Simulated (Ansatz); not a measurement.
`[CH3][In]([SiH3])[Cl]`. The species carries charge 0 and has multiplicity 1. In: def2 effective core potential.

Z-matrix (Å, degrees):
```
C
In 1 2.141
H 1 1.091 2 110.2
H 1 1.091 2 110.0 3 -119.4
H 1 1.089 2 109.0 3 120.4
Si 2 2.565 1 137.7 3 57.7
Cl 2 2.365 1 110.5 3 -122.4
H 6 1.489 2 109.9 1 -56.4
H 6 1.484 2 111.0 1 -177.2
H 6 1.489 2 109.7 1 62.1
```

**Question.** List the harmonic frequencies (cm⁻¹, unscaled) at PBE0-D4/def2-TZVP in Ansatz. (Best estimate.)

**Answer.** The calculation gave: 34i, 29i, 72, 99, 112, 288, 339, 435, 464, 514, 688, 725, 845, 935, 939, 1190, 1445, 1448, 2208, 2220, 2242, 3062, 3152, 3173.
